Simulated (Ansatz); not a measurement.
Geometry optimisation, RKS PBE/6-31G (Ansatz).

Input:

```yaml
crystal:
  periodic: [false, false, false]
  atoms:
    - { symbol: C, position_ang: [-0.4764, 1.0196, -0.9024] }
    - { symbol: C, position_ang: [-0.0385, -0.345, -1.1251] }
    - { symbol: "N", position_ang: [0.3525, -1.2138, -0.279] }
    - { symbol: Si, position_ang: [0.5521, -0.8906, 1.4266] }
    - { symbol: F, position_ang: [1.1976, 0.5105, 1.6064] }
    - { symbol: H, position_ang: [-1.4218, 1.2234, -1.5259] }
    - { symbol: H, position_ang: [0.2694, 1.759, -1.2675] }
    - { symbol: H, position_ang: [-0.7341, 1.3136, 0.1141] }
    - { symbol: H, position_ang: [0.0018, -0.6428, -2.1405] }
    - { symbol: H, position_ang: [1.2713, -1.9613, 2.1181] }
    - { symbol: H, position_ang: [-0.9085, -0.8297, 1.9957] }
basis:
  gaussian: { orbitals: "6-31G" }
hamiltonian:
  xc: pbe
relax:
  f_tol: 0.02
  max_steps: 50
```

Run as:

```bash
$ ansatz run input.yaml --threads 1 --pin off --max-ram 2048MiB --backend cpu --events-out ev --progress --plain --runs-dir out
```

Problem. Where does it end, and by what steps?

Solution. It converged. Limits of this set-up: no polarisation functions. After 9 steps the energy has fallen by 1.018 eV; F5 moved furthest, 0.97 Å.

```csv
step,energy less start (eV),largest force component (eV/Å),accepted
0,0.0000,5.674,yes
1,-0.6132,2.772,yes
2,-0.7272,1.728,yes
3,-0.8925,0.485,yes
4,-0.9542,0.313,yes
5,-0.9868,0.341,yes
6,-0.9923,0.631,yes
7,-1.0120,0.192,yes
8,-1.0161,0.116,yes
9,-1.0182,0.010,yes
```

```xyz
11
Properties=species:S:1:pos:R:3
C -0.281 1.164 -1.094
C -0.201 -0.342 -1.138
N 0.042 -1.149 -0.165
Si 0.376 -0.971 1.576
F 0.430 0.650 2.183
H -1.274 1.503 -1.445
H 0.462 1.605 -1.785
H -0.103 1.547 -0.077
H -0.376 -0.796 -2.132
H 1.733 -1.584 1.807
H -0.743 -1.683 2.290
```

Time of the run: 35 s on 1 thread of Intel(R) Xeon(R) Platinum 8488C (Sapphire Rapids) (shared host), peak memory 0.18 GiB.
